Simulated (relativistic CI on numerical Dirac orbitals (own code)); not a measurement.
# Cu2+ in a cubic cluster: 2p photoemission with charge transfer

Computed with a charge-transfer multiplet model of a cubic metal-ligand cluster with up to one ligand hole, Slater and spin-orbit integrals from Dirac-Coulomb-Breit ions, Slater integrals scaled by 0.8. The ground state mixes d9 with configurations of k ligand holes L, whose averages lie at kΔ + k(k − 1)U_dd/2; a core hole lowers each added d electron by U_cd. 20 K, Lorentzian 0.6 eV and Gaussian 0.8 eV FWHM.

Atomic integrals in eV (Slater integrals scaled, ζ unscaled), ground: F2dd 11.066, F4dd 6.905, zeta_d 0.099; with the core hole: F2dd 11.066, F4dd 6.905, zeta_d 0.138, zeta_core 13.377, F2cd 7.060, G1cd 5.412, G3cd 3.079.

Cluster parameters (eV): Δ = 5, U_dd = 7, 10Dq = 0.4, 10Dq(ligand) = 0.2, V(eg) = 1.8, V(t2g) = -0.92, final-state hopping factor = 1.

| Case | n_d | d9 | d10L | S |
| --- | --- | --- | --- | --- |
| U_cd = 7.2 eV | 9.09 | 0.91 | 0.09 | 0.50 |
| U_cd = 7.8 eV | 9.09 | 0.91 | 0.09 | 0.50 |
| U_cd = 8.4 eV | 9.09 | 0.91 | 0.09 | 0.50 |
| U_cd = 9 eV | 9.09 | 0.91 | 0.09 | 0.50 |
| U_cd = 9.6 eV | 9.09 | 0.91 | 0.09 | 0.50 |

Weights, n_d and S are thermal averages at 20 K. Binding energies count from the first peak over 30 % of the highest in each spectrum, which can be another peak from case to case. The parameters are a model scan and need not match a compound or its usual spin state. Peaks in eV (height, largest 100):
- U_cd = 7.2 eV: 0.0 (100), 4.3 (31), 5.6 (34), 20.2 (46), 24.5 (34)
- U_cd = 7.8 eV: 0.0 (100), 3.7 (36), 4.4 (36), 6.0 (39), 20.1 (46), 24.8 (41)
- U_cd = 8.4 eV: 0.0 (100), 3.9 (46), 6.4 (44), 20.2 (46), 25.2 (47)
- U_cd = 9 eV: 0.0 (100), 4.3 (58), 6.9 (50), 20.1 (47), 25.7 (55)
- U_cd = 9.6 eV: 0.0 (100), 4.6 (70), 7.3 (56), 20.1 (47), 26.1 (62)

Curve for U_cd = 7.8 eV (points under 2 left out, the grid thinned):

E (eV), Intensity and a bar:
```
     -3.0        2.1 
     -2.5        2.9 
     -2.1        4.2 #
     -1.6        7.5 ##
     -1.1       18.2 #####
     -0.7       45.1 ##############
     -0.2       95.5 ##############################
      0.2       89.5 ############################
      0.7       40.8 ############
      1.2       15.5 ####
      1.6        9.3 ##
      2.1        8.2 ##
      2.6       13.8 ####
      3.0       25.3 #######
      3.5       35.8 ###########
      4.0       36.0 ###########
      4.4       36.1 ###########
      4.9       33.8 ##########
      5.3       31.3 #########
      5.8       37.7 ###########
      6.3       32.3 ##########
      6.7       16.8 #####
      7.2        6.3 #
      7.7        3.2 
      8.1        2.2 
     18.4        2.9 
     18.9        6.1 #
     19.3       14.3 ####
     19.8       37.3 ###########
     20.2       45.9 ##############
     20.7       26.0 ########
     21.2        9.5 ##
     21.6        5.0 #
     22.1        3.4 
     22.6        3.5 
     23.0        5.0 #
     23.5        9.2 ##
     24.0       18.6 #####
     24.4       32.4 ##########
     24.9       40.5 ############
     25.3       30.5 #########
     25.8       16.8 #####
     26.3        7.9 ##
     26.7        3.9 #
     27.2        2.0
```

For the case U_cd = 7.8 eV, Δ = 5 eV is smaller than U_dd = 7 eV, the charge-transfer side of the Zaanen-Sawatzky-Allen scheme. With the core hole the configuration with one ligand hole lies at Δ − U_cd = -2.2, -2.8, -3.4, -4.0, -4.6 eV from the one without, in the order of the table; where this is negative the screened configuration lies lower, though the effective hopping of about 1.7 eV (from the holes of the mixed ground state) mixes the two strongly wherever it is as large as the gap.
